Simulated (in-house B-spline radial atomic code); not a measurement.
Inner-shell binding energies (edges) and X-ray emission energies of free atoms and ions, as differences of relaxed hole-state energies with first-order Breit, QED and recoil terms, without correlation or multiplet splittings, in NIST's listed ground configurations. For neutral atoms such line energies lie within some 1 to 5 eV of tabulated X-ray lines (up to 20 eV for the heaviest). L1 = 2s, L3 = 2p3/2, M5 = 3d5/2. A dash marks a subshell that is part filled or wasn't run, or a line left out. Computed with a B-spline radial code for spherical atoms: Dirac-Hartree-Fock, average of the configuration, finite nuclei.

| ion | configuration | L1 edge (eV) | L3 edge (eV) | L3-M5 (eV) |
| --- | --- | --- | --- | --- |
| Kr | [Ar] 3d10 4s2 4p6 | 1930.71 | 1679.34 | 1587.16 |
| Rb+ | [Ar] 3d10 4s2 4p6 | 2084.19 | 1818.29 | 1695.85 |
| Sr2+ | [Ar] 3d10 4s2 4p6 | ? | ? | ? |
| Zr4+ | [Ar] 3d10 4s2 4p6 | ? | ? | ? |
| Nb5+ | [Ar] 3d10 4s2 4p6 | 2780.06 | 2448.06 | 2168.89 |
| Mo6+ | [Ar] 3d10 4s2 4p6 | 2974.19 | 2623.44 | 2296.75 |
| Tc7+ | [Ar] 3d10 4s2 4p6 | 3176.38 | 2805.88 | 2428.47 |

Problem. Fill in the row of Sr2+.

Solution. L1 edge (eV): 2245.98; L3 edge (eV): 1964.79; L3-M5 (eV): 1808.36.

Problem. Fill in the row of Zr4+.

Solution. L1 edge (eV): 2593.97; L3 edge (eV): 2279.78; L3-M5 (eV): 2044.88.
